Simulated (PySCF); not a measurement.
# Working out the excitation energy of Al

Al [Ne] 3s2 3p1 (2P) → Al [Ne] 3s2 3d1 (2D). All numbers are calculated (PySCF 2.14, the non-relativistic Hamiltonian (point nucleus), in aug-cc-pV(D+d)Z (5s4p3d, 32 functions)). Frozen: [Ne]. Energies in hartree (1 hartree = 27.21139 eV):

```csv
part,Al (lower),Al (upper)
UHF,-241.874285,-241.690797
MP2 opposite-spin,-0.029122,-0.030305
MP2 same-spin,-0.002235,-0.001294
```

Question: What does Hartree-Fock give?

Answer: (-241.690797) − (-241.874285) = 0.183488 hartree = 4.993 eV.

Question: What do MP2 and SCS-MP2 (6/5 opposite-spin, 1/3 same-spin) give?

Answer: The opposite-spin parts differ by -0.032 eV and the same-spin parts by 0.026 eV. MP2: 4.993 + (-0.032) + (0.026) = 4.987 eV. SCS-MP2: 4.993 + 1.2 × (-0.032) + (0.026)/3 = 4.963 eV.

Measured between the centres of the two terms (NIST): 4.012 eV, so MP2 (valence) is off by 0.975 eV.

What remains against the reference includes basis incompleteness, the frozen core and correlation beyond second order.
